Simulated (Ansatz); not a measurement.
Ideal-gas functions of Cl$_{2}$F$_{2}$Sn, SMILES `[F][Sn]([F])([Cl])[Cl]` at 298.15 K and 1 bar, from an Ansatz frequency run at PBE0-D4/def2-TZVP.

Molar mass 227.61 g/mol, point group C2v (symmetry number 2), electronic degeneracy 1, moments of inertia 235.05, 342.82, 406.506 u Å². Harmonic wavenumbers (cm⁻¹, unscaled): 100, 121, 138, 172, 176, 393, 423, 659, 667.

Use S(trans) = R[1.5 ln M + 2.5 ln T − 1.1517]; rotational temperatures θ = 24.2544 K / I; S(rot) = R[ln(√π/σ · √(T³/θAθBθC)) + 1.5]; for each mode x = 1.438777 ν̃/T, S = R[x/(eˣ − 1) − ln(1 − e⁻ˣ)] and H = RT x/(eˣ − 1); 1 cm⁻¹ = 0.0119627 kJ/mol; R = 8.31446 J/(mol·K).

By hand: the entropy, in J/(mol·K).

Translation 176.5. Rotation: θ = 0.1032, 0.0707, 0.0597 K, giving 114.7. Vibration, mode by mode: 14.45, 12.90, 11.85, 10.10, 9.92, 4.14, 3.69, 1.50, 1.45, in all 70.0. Electronic 0.0. Sum 361.2 J/(mol·K).

By hand: H − E and G − E in kJ/mol, counted from the electronic energy.

Zero-point energy ½ × 2849 × 0.0119627 = 17.0; thermal vibration 10.9; translation, rotation and pV give 4 RT = 9.9. H − E = 37.8 kJ/mol, and G − E = 37.8 − 298.15 × 361.2/1000 = -69.9 kJ/mol.

Vibration gives 19 % of the entropy, 39.2 J/(mol·K) of it from the modes under 150 cm⁻¹: soft modes count most, and the harmonic formula is weakest for them.
